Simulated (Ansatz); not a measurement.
Multireference treatment of KHO, singlet

Computed with Ansatz's Gaussian-basis code (development build). Basis def2-SVP, nonrelativistic, 10 orbitals frozen in the corrections. State-specific CASSCF; RHF is the lowest restricted (open-shell) Hartree–Fock solution met. A minimal or small basis: far from the basis limit. Solutions may break the symmetry of the shape. The lowest solution met needn't be the lowest there is, nor hold the orbitals that a chemist would pick.

Geometry. A bond is stretched, to 1.64 times the sum of the covalent radii.

```xyz
3

K     0.0000    0.0000    4.4000
O     0.0000    0.0000    0.0000
H     0.0000    0.0000   -0.9600
```

Task: What do CASSCF and its corrections give against RHF in CAS(6,6), and what are the occupations?

Result: CASSCF -3.131 eV, SC-NEVPT2 -5.992 eV; occupations 1.99, 1.98, 1.00, 1.00, 0.02, 0.01.
